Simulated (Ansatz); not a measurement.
`FCCF` + HI → `FCI` + `CF` at 298.15 K and 1 bar (substitution at a C–C bond).

Program: Ansatz. Geometries: PBE0-D4/def2-TZVP. ΔE: electronic, gas phase. CCSD(T)/CBS adds triple-zeta CCSD(T) − MP2 to the extrapolated MP2 energy (def2 sets, frozen cores). This one scheme is used for every species. Elements past krypton have def2 core potentials. For I outer-core shells are correlated without core-valence functions, which leaves a few kJ/mol of doubt a bond. Each species was taken in one conformer, which may not be the lowest.

| species | CCSD(T)/CBS energy (Eh) | H − E (kJ/mol) | S (J/(mol·K)) |
| --- | --- | --- | --- |
| `FCCF` | -278.07852 | 174.4 | 278.2 |
| HI | -298.03592 | 22.7 | 206.5 |
| `FCI` | -436.46970 | 90.6 | 284.3 |
| `CF` | -139.63461 | 113.4 | 222.6 |

H − E and S are ideal-gas, rigid-rotor, harmonic terms from PBE0-D4/def2-TZVP, for one conformer and one mirror image of each species. 1 Eh = 2625.50 kJ/mol, R = 8.31446 J/(mol·K).

Question: By hand: ΔE, ΔH, ΔS and ΔG.

Answer: ΔE = (-436.46970) + (-139.63461) − (-278.07852) − (-298.03592) = 0.01013 Eh = 26.6 kJ/mol. Δ(H − E) = 90.6 + 113.4 − 174.4 − 22.7 = 6.9, so ΔH = 33.5 kJ/mol. ΔS = 284.3 + 222.6 − 278.2 − 206.5 = 22.2 J/(mol·K). ΔG = 33.5 − 298.15 × (22.2)/1000 = 26.9 kJ/mol.

Question: By hand: the equilibrium constant, and the temperature at which ΔG would vanish if ΔH and ΔS stayed fixed.

Answer: log₁₀ K = −ΔG/(RT ln 10) = -4.7. ΔG = 0 at ΔH/ΔS = 1509 K.

ΔH outweighs TΔS. A doubt of 5 kJ/mol in ΔE shifts log₁₀ K by 0.9 here. Other conformers and mirror images would add mixing entropy, several J/(mol·K) or more a flexible species. These are equilibria of isolated gas molecules and say nothing of rates. Largest T1 diagnostic: 0.011 (customary marks: 0.02 for closed shells, 0.045 for open ones).
